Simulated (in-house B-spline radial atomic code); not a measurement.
Successive ionisation energies of ytterbium; each step leads to the configuration of the next row (after the last: [He] 2s2 2p5). Dirac energy differences include first-order Breit, QED and recoil terms. NIST's values go from ground level to ground level; the uncertainty of those that are theory runs from under 0.1 % in few-electron ions to several per cent in heavy many-electron ones. Computed with an all-electron radial atomic-structure program (B-spline basis): Dirac-Hartree-Fock, average of the configuration, finite nuclei.

```json
{"ion": "Yb48+", "configuration": "[Ar] 3d4", "ionisation energy (eV)": "4203.3", "tabulated value (eV)": "4238", "tabulated kind": "tabulated theory", "computed minus tabulated (eV)": "-35", "highest orbital": "3d5/2", "largest mean radius (bohr)": "0.20625"}
{"ion": "Yb49+", "configuration": "[Ar] 3d3", "ionisation energy (eV)": "4332.1", "tabulated value (eV)": "4364", "tabulated kind": "tabulated theory", "computed minus tabulated (eV)": "-32", "highest orbital": "3d5/2", "largest mean radius (bohr)": "0.20499"}
{"ion": "Yb50+", "configuration": "[Ar] 3d2", "ionisation energy (eV)": "4462.4", "tabulated value (eV)": "4502", "tabulated kind": "tabulated theory", "computed minus tabulated (eV)": "-40", "highest orbital": "3d5/2", "largest mean radius (bohr)": "0.20375"}
{"ion": "Yb51+", "configuration": "[Ar] 3d1", "ionisation energy (eV)": "?", "tabulated value (eV)": "?", "tabulated kind": "tabulated theory", "computed minus tabulated (eV)": "?", "highest orbital": "?", "largest mean radius (bohr)": "?"}
{"ion": "Yb52+", "configuration": "[Ne] 3s2 3p6", "ionisation energy (eV)": "5077.4", "tabulated value (eV)": "4988", "tabulated kind": "tabulated theory", "computed minus tabulated (eV)": "89", "highest orbital": "3p3/2", "largest mean radius (bohr)": "0.20128"}
{"ion": "Yb53+", "configuration": "[Ne] 3s2 3p5", "ionisation energy (eV)": "5194.7", "tabulated value (eV)": "5101", "tabulated kind": "tabulated theory", "computed minus tabulated (eV)": "94", "highest orbital": "3p3/2", "largest mean radius (bohr)": "0.20047"}
{"ion": "Yb54+", "configuration": "[Ne] 3s2 3p4", "ionisation energy (eV)": "5313.0", "tabulated value (eV)": "5224", "tabulated kind": "tabulated theory", "computed minus tabulated (eV)": "89", "highest orbital": "3p3/2", "largest mean radius (bohr)": "0.19967"}
{"ion": "Yb55+", "configuration": "[Ne] 3s2 3p3", "ionisation energy (eV)": "5432.1", "tabulated value (eV)": "5339", "tabulated kind": "tabulated theory", "computed minus tabulated (eV)": "93", "highest orbital": "3p3/2", "largest mean radius (bohr)": "0.19887"}
{"ion": "Yb56+", "configuration": "[Ne] 3s2 3p2", "ionisation energy (eV)": "5552.3", "tabulated value (eV)": "5731", "tabulated kind": "tabulated theory", "computed minus tabulated (eV)": "-179", "highest orbital": "3p3/2", "largest mean radius (bohr)": "0.19808"}
{"ion": "Yb57+", "configuration": "[Ne] 3s2 3p1", "ionisation energy (eV)": "?", "tabulated value (eV)": "?", "tabulated kind": "tabulated theory", "computed minus tabulated (eV)": "?", "highest orbital": "?", "largest mean radius (bohr)": "?"}
{"ion": "Yb58+", "configuration": "[Ne] 3s2", "ionisation energy (eV)": "?", "tabulated value (eV)": "?", "tabulated kind": "tabulated theory", "computed minus tabulated (eV)": "?", "highest orbital": "?", "largest mean radius (bohr)": "?"}
{"ion": "Yb59+", "configuration": "[Ne] 3s1", "ionisation energy (eV)": "6235.5", "tabulated value (eV)": "6236", "tabulated kind": "tabulated theory", "computed minus tabulated (eV)": "0", "highest orbital": "3s1/2", "largest mean radius (bohr)": "0.19564"}
{"ion": "Yb60+", "configuration": "[He] 2s2 2p6", "ionisation energy (eV)": "14142.3", "tabulated value (eV)": "13784", "tabulated kind": "tabulated theory", "computed minus tabulated (eV)": "358", "highest orbital": "2p3/2", "largest mean radius (bohr)": "0.081267"}
```

Fill in the row of Yb51+.

ionisation energy (eV): 4594.3; tabulated value (eV): 4630; computed minus tabulated (eV): -36; highest orbital: 3d5/2; largest mean radius (bohr): 0.20251.

Fill in the row of Yb57+.

ionisation energy (eV): 5673.3; tabulated value (eV): 5860; computed minus tabulated (eV): -187; highest orbital: 3p3/2; largest mean radius (bohr): 0.1973.

Fill in the row of Yb58+.

ionisation energy (eV): 6111.2; tabulated value (eV): 6111; computed minus tabulated (eV): 0; highest orbital: 3s1/2; largest mean radius (bohr): 0.19652.

Where is the largest jump?

From Yb59+ to Yb60+, by a factor of 2.27 (6235.5 to 14142 eV); the highest orbital goes from 3s1/2 to 2p3/2.

Where a p, d or f electron is removed, the computed value is a mean over both j, so it misses the tabulated one by a part of the spin-orbit splitting; averaging over terms and missing correlation add to the gap, relatively most at low charge.
